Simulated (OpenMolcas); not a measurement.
Co+.

```
Program             : OpenMolcas 26.06
Basis               : ANO-R1 [5s3p2d1f]
Scalar Hamiltonian  : X2C, finite nucleus
Active space        : 8 electrons in 5 orbitals (3d)
State averaging     : 2S+1 = 3 even, 10 roots; 2S+1 = 1 even, 15 roots
Spin-orbit coupling : RASSI with atomic mean-field integrals over the reference wave functions, term energies averaged over their components
```

Two sets of levels on these reference wave functions, in cm⁻¹ above 3d⁸ ³F₄: one from CASSCF and one from SS-CASPT2, IPEA 0.25 Eh, imaginary shift 0.1 Eh (closed shells correlated: 3s 3p).

```json
{"Level": "3d⁸ ³F₄", "Set 1": "0.0", "Set 2": "0.0"}
{"Level": "3d⁸ ³F₃", "Set 1": "952", "Set 2": "951"}
{"Level": "3d⁸ ³F₂", "Set 1": "1603", "Set 2": "1616"}
{"Level": "3d⁸ ¹D₂", "Set 1": "11400", "Set 2": "14590"}
{"Level": "3d⁸ ³P₂", "Set 1": "15120", "Set 2": "17690"}
{"Level": "3d⁸ ³P₁", "Set 1": "15470", "Set 2": "18010"}
{"Level": "3d⁸ ³P₀", "Set 1": "15660", "Set 2": "18210"}
{"Level": "3d⁸ ¹G₄", "Set 1": "20530", "Set 2": "22660"}
{"Level": "3d⁸ ¹S₀", "Set 1": "45570", "Set 2": "54740"}
```

Question: Which set is which?

Answer: Set 1 is SS-CASPT2. Its levels of the other terms of 3d⁸ lie at 0.78 to 0.91 of the other set's values, as expected, since terms of lower spin or lower L gain more correlation energy than the Hund ground term.

Term energies are means over components that CASPT2 splits; among the terms shown or strongly mixed into the levels shown the widest spread is 880 cm-1 (3d⁸ ³F, SS-CASPT2). Without dynamic correlation excited terms often stand tens of per cent too high (terms of higher spin than the ground term too low), and those without a measured partner can miss by more than the paired ones (holds for CASSCF). Only configurations of the active space appear.
